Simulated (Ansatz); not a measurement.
`[CH3][Al]1[CH2][CH2]1`, 11 atoms. Charge 0, multiplicity 1. All runs use 2 threads of an Arm Neoverse V1 on a shared host. Correlated methods freeze the cores.

(1) How many basis functions does each run have, and how long does it take in Ansatz? RKS PBE0-D4/def2-QZVPP energy; RKS r2SCAN0-D4/def2-TZVPP energy; RKS PBE0-D4/def2-TZVP relaxation (8 steps); RKS PBE0-D4/def2-TZVP frequencies; RKS r2SCAN-D4/def2-TZVPP energy and forces; RKS B3LYP-D4/def2-TZVPP energy and forces; RKS PBE0-D4/def2-SVP energy; RHF-CCSD(T)/def2-SVP energy; RKS ωB97M-V/def2-QZVPP energy; direct RPA on PBE orbitals/def2-TZVPP energy; RHF-CCSD(T)/def2-TZVPP energy; RKS ωB97M-V/def2-SVP energy. (An estimate is asked.)

## Answers

(1) Computed: Other jobs shared the machine, so times are rough.

| level | job | functions | wall time | peak host memory (GiB) |
| --- | --- | --- | --- | --- |
| RKS PBE0-D4/def2-SVP | energy | 95 | 1.4 s | 0.18 |
| RHF-CCSD(T)/def2-SVP | energy | 95 | 4.4 s | 0.35 |
| RKS B3LYP-D4/def2-TZVPP | energy and forces | 233 | 7 s | 0.54 |
| RKS ωB97M-V/def2-SVP | energy | 95 | 7 s | 0.26 |
| RKS r2SCAN0-D4/def2-TZVPP | energy | 233 | 7.5 s | 0.47 |
| RKS r2SCAN-D4/def2-TZVPP | energy and forces | 233 | 7.5 s | 0.28 |
| direct RPA on PBE orbitals/def2-TZVPP | energy | 233 | 9 s | 0.54 |
| RKS PBE0-D4/def2-QZVPP | energy | 451 | 13 s | 1.2 |
| RKS ωB97M-V/def2-QZVPP | energy | 451 | 32 s | 1.5 |
| RKS PBE0-D4/def2-TZVP | relaxation (8 steps) | 172 | 38 s | 0.37 |
| RKS PBE0-D4/def2-TZVP | frequencies | 172 | 3.5 min | 0.38 |
| RHF-CCSD(T)/def2-TZVPP | energy | 233 | 8 min | 1.7 |

B3LYP here is the variant with VWN-RPA as its local correlation; programs differ in this.
